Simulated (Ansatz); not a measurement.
The cluster Sn₅Cl₄. Total charge 0; triplet. Geometry PBE-D4/def2-SVP, that of the charge +1 doublet; atoms count from 1.

```xyz
9

Sn    3.1172   -1.9521    0.4987
Sn    0.8558    1.1562    1.2025
Sn   -0.8515    0.6490   -3.0242
Sn    0.9425   -0.8806   -1.1130
Sn   -1.6387   -1.2044    0.5479
Cl   -1.6011    0.8548    2.1174
Cl   -2.8447    0.1240   -1.3701
Cl    0.1721    2.3586   -1.4188
Cl    1.8484   -1.1054    2.5597
```

In the def2 sets Sn takes a core potential; there is no spin–orbit coupling. The structure comes from a short search, and lower isomers may exist.

Problem. Estimate the Mulliken populations from the PBE0/def2-SVP orbitals of Ansatz.

Solution. 
| atom | charge (e) | spin (α − β) |
| --- | --- | --- |
| Sn1 | 0.17 | 0.96 |
| Sn2 | 0.51 | 0.21 |
| Sn3 | 0.56 | -0.02 |
| Sn4 | -0.32 | 0.57 |
| Sn5 | 0.48 | 0.18 |
| Cl6 | -0.32 | 0.03 |
| Cl7 | -0.35 | 0.00 |
| Cl8 | -0.37 | 0.05 |
| Cl9 | -0.36 | 0.01 |
Mulliken values depend strongly on the basis.

Problem. Where does the spin sit?

Solution. Summed by element: Sn 1.91, Cl 0.09, of 2 unpaired in all. Largest on single atoms: Sn1 0.96, Sn4 0.57, Sn2 0.21.

Problem. And the Mayer bond orders between heavy atoms (over 0.3)?

Solution. Sn1–Sn4 0.65 (2.91 Å); Sn1–Cl9 0.59 (2.56 Å); Sn2–Sn4 0.69 (3.09 Å); Sn2–Cl6 0.52 (2.64 Å); Sn2–Cl9 0.39 (2.82 Å); Sn3–Sn4 0.74 (3.03 Å); Sn3–Cl7 0.53 (2.64 Å); Sn3–Cl8 0.66 (2.56 Å); Sn4–Sn5 0.75 (3.09 Å); Sn5–Cl6 0.56 (2.59 Å); Sn5–Cl7 0.52 (2.63 Å).
